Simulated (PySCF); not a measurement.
Compound: C₂H₆O₅S₂.
SMILES: `CS(=O)(=O)CS(=O)(=O)O`

A PySCF run (density fitting, gas phase, GFN2-xTB geometry) gave HOMO -8.90 eV, LUMO 0.24 eV, dipole 3.19 D and E = -1250.829 Eh.

Question: Which of these levels was it?
A. PBE0/ANO-RCC-VDZP
B. PBE0/def2-SVPD
C. PBE0/def2-SVP
D. PBE0/pcSseg-1
E. PBE0/pcSseg-0

Answer: C. It is PBE0/def2-SVP. All candidates on this geometry:

```tsv
level and settings	kind	basis functions	SCF cycles	E (Eh)	HOMO (eV)	LUMO (eV)	dipole (D)
PBE0/pcSseg-0, energy threshold 1e-06 Eh, start guess vsap	global hybrid	101	9	-1249.0289	-9.11	-0.67	4.00
PBE0/def2-SVPD	global hybrid	257	15	-1250.8931	-9.21	-0.22	3.22
PBE0/ANO-RCC-VDZP, start guess huckel, level shift 0.1 Eh	global hybrid	164	18	-1251.1253	-9.17	-0.17	3.29
PBE0/pcSseg-1	global hybrid	197	15	-1251.3543	-9.09	0.05	3.27
PBE0/def2-SVP	global hybrid	164	15	-1250.8289	-8.90	0.24	3.19
```

The nearest other candidate, by the summed differences of HOMO and LUMO, is PBE0/pcSseg-1: its HOMO differs by -0.19 eV and its LUMO by -0.19 eV. Cycle counts include a coarse-grid stage where the run had one. ANO-RCC sets were contracted for a scalar-relativistic Hamiltonian, but ran non-relativistically here.

Conformer computed: `[CH3:1][S:2](=[O:3])(=[O:4])[CH2:5][S:6](=[O:7])(=[O:8])[OH:9]`: C1–S2–C5–S6 78°, S2–C5–S6–O7 -48°, H–O9–S6–C5 -61°.
